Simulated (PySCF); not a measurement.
Al(H)(OH)2 (AlH3O2), SMILES [OH][AlH][OH].

Coordinates come from a B3LYP-D3(BJ)/def2-TZVP optimisation. One conformer was computed; it need not be the lowest.

Level of theory: PySCF with IEF-PCM-ωB97X/def2-SVP.

The values are the electrostatic part of the solvation free energy, E(continuum) − E(gas) at the gas-phase geometry, in a cavity of scaled van der Waals radii (PySCF's table); cavitation and dispersion terms are not included. A continuum can't describe solvent molecules that bind to the metal. In vacuum the orbital gap is 13.56 eV. The dipole moment in vacuum is 2.75 D.

| solvent | ε | ΔG(elec) (kcal/mol) | dipole (D) | gap (eV) |
|---|---|---|---|---|
| water | 78.36 | -9.2 | 3.32 | 13.75 |
| diethylether | 4.24 | -6.1 | 3.12 | 13.70 |
| tetrahydrofuran | 7.43 | -7.4 | 3.20 | 13.72 |
